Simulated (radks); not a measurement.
The numbers below are computed, except where a source is named.
Fractional charge and spin in the 5p shell of gold: the spin-up occupation runs from 2 to 3 and the spin-down occupation from 2 to 3; the fullest corner is Au3+, [Kr] 4d10 4f14 5s2 5d(up 4, down 4) 5p(up 3, down 3). Level of theory: scalar-relativistic Kohn-Sham, BLYP, spin-polarised, spherical densities, point nucleus (a radial shooting solver on a logarithmic mesh with Libxc functionals). Energy (eV) minus the two flat planes that join the four corners (they meet along the diagonal where the two added fractions sum to one electron); zero is where a piecewise linear energy would lie.

\begin{tabular}{lrrr}
down \ up & 2 & 2.5 & 3 \\ \hline
2 & 0.000 & -2.218 & 0.000 \\
2.5 & -2.218 & 0.240 & -2.098 \\
3 & 0.000 & -2.098 & 0.000 \\
\end{tabular}

Corners above the fullest one (they belong to Au4+ and the next ion): (up 3, down 2) 103.76 eV, (up 2, down 3) 103.76 eV, (up 2, down 2) 225.76 eV. With half an added electron in each spin the energy lies 0.240 eV from the planes, and with half an added electron in spin up alone -2.218 eV. The planes are only a guide here: the flat-plane condition holds for ground states with one frontier orbital, while this shell lies below other occupied shells, so the corners above the fullest one are inner-hole states and not the ground states of those ions.
